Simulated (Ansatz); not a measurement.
Basis-set series for B$_{2}$Br$_{2}$H$_{4}$ (`[BH2-]1[Br+][BH2-][Br+]1`). The species carries charge 0 and has multiplicity 1. The structure was optimised at the PBE0-D4/def2-TZVP level.

```xyz
8

B    -0.812   -0.738   -0.801
Br    0.262   -1.290    0.929
B     0.790    0.750    0.812
Br    0.376    0.947   -1.247
H    -0.663   -1.563   -1.641
H    -1.878   -0.344   -0.453
H    -0.032    1.369    1.405
H     1.957    0.869    0.996
```

| functional | basis | functions | energy (Eh) | HOMO (eV) | LUMO (eV) |
| --- | --- | --- | --- | --- | --- |
| PBE0-D4 | def2-SVP | 112 | -5199.11414 | -8.12 | -0.67 |
| PBE0-D4 | def2-QZVPP | 412 | -5199.90286 | -8.18 | -1.08 |
| ωB97M-V | def2-SVP | 112 | -5199.45056 | -10.33 | 1.48 |
| ωB97M-V | def2-QZVPP | 412 | -5200.23728 | -10.41 | 0.70 |

(1) Give the rows for def2-TZVPP. (Best estimate.)

Answers

(1) Computed: 
```tsv
functional	basis	functions	energy (Eh)	HOMO (eV)	LUMO (eV)
PBE0-D4	def2-TZVPP	214	-5199.79430	-8.17	-1.00
ωB97M-V	def2-TZVPP	214	-5200.13300	-10.40	0.92
```

Positive LUMOs are unbound and depend on the basis. Scalar relativity is left out up to krypton.
